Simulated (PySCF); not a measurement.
M06-L on Cl⁻ (chlorine, charge -1), [Ar], closed-shell 1S. Computed with PySCF 2.14 in dyall-av3z, with scalar relativity by spin-free X2C-1e.

```
cycle= 1 E= -461.699649633061  delta_E= -0.00717  |g|= 0.191  |ddm|= 0.258
cycle= 2 E= -461.699363944381  delta_E= 0.000286  |g|= 0.0474  |ddm|= 0.0713
cycle= 3 E= -461.698752447252  delta_E= 0.000611  |g|= 0.0575  |ddm|= 0.0838
cycle= 4 E= -461.70024073851  delta_E= -0.00149  |g|= 0.00149  |ddm|= 0.0444
cycle= 5 E= -461.700242218733  delta_E= -1.48e-06  |g|= 0.00037  |ddm|= 0.00216
cycle= 6 E= -461.700242287448  delta_E= -6.87e-08  |g|= 4.5e-05  |ddm|= 0.000326
cycle= 7 E= -461.700242288366  delta_E= -9.18e-10  |g|= 1.19e-06  |ddm|= 7.02e-05
converged SCF energy = -461.700242288366  <S^2> = 3.5527137e-15  2S+1 = 1
```

Highest occupied orbital energy: 0.164 eV; ⟨L²⟩ = 0.00; populations by l: s 6.00, p 12.00, d 0.00, f 0.00.

(1) Can this result be used?

Answers

(1) With care. The run converged. At M06-L the highest occupied level has a positive energy, so only the finite basis holds that electron; in a semilocal or global hybrid functional this comes from self-interaction and does not mean that the real anion is unbound.
